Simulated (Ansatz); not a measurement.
```yaml
crystal:
  periodic: [false, false, false]
  atoms:
    - {symbol: Sr, position_ang: [-4.652054, 2.700306, -0.591758]}
    - {symbol: Sr, position_ang: [4.830279, 2.797320, 0.170841]}
    - {symbol: Sr, position_ang: [-0.107026, -5.507064, 0.430488]}
    - {symbol: Sr, position_ang: [4.654778, -2.764961, 0.327301]}
    - {symbol: Sr, position_ang: [0.155994, 5.502281, -0.527219]}
    - {symbol: Sr, position_ang: [-4.897400, -2.709673, 0.206242]}
    - {symbol: Te, position_ang: [2.906667, -5.236727, 0.344496]}
    - {symbol: Te, position_ang: [3.118987, 5.293226, 0.060018]}
    - {symbol: Te, position_ang: [5.927826, -0.019867, 0.284400]}
    - {symbol: Te, position_ang: [-3.109858, -5.135144, 0.484061]}
    - {symbol: Te, position_ang: [-2.768150, 5.007540, -1.127561]}
    - {symbol: Te, position_ang: [-6.060043, 0.072763, -0.061308]}
basis:
  gaussian: {orbitals: def2-mTZVP}
hamiltonian: {xc: {name: B97}}
scf: {omitted_lower_state_checks: [starts]}
```

```sh
$ ansatz run in.yaml --threads 6 --pin off --events-out ev --progress --plain --max-ram 7833MiB
```

It prints (some lines left out):

```
Functional definition: B97
4296 factors; integrals over basis functions are off by at most 1.2e-4 eV
mean field evaluation 1: about -48786.1649 eV, gradient 4.9e1 eV
mean field evaluation 2: about -48774.1428 eV, gradient 8.2e1 eV
mean field evaluation 4: about -48797.0178 eV, gradient 4.9e0 eV
mean field evaluation 8: about -48797.4795 eV, gradient 3.7e-1 eV
mean field evaluation 16: about -48797.4802 eV, gradient 4.2e-4 eV
mean field -48797.48016284 eV, -1793.2743198644 hartree, gradient 8.3e-5 eV, S^2 0.000000; 0 other end points of the search recorded, 0 dependent functions left out
reference -48797.48022170 eV, -1793.2743220275 hartree; 102, 102 occupied and 312, 312 virtual orbitals, 4296 factors
Total energy: -48797.48022170 eV, -1793.2743220275 hartree
Checks for a lower state left out: starts
```

Hardware: 6 threads of Intel Xeon on a shared host. Wall time 38 s, peak host memory 3.5 GiB.

In the def2 sets Sr, Te take a core potential; there is no spin–orbit coupling.
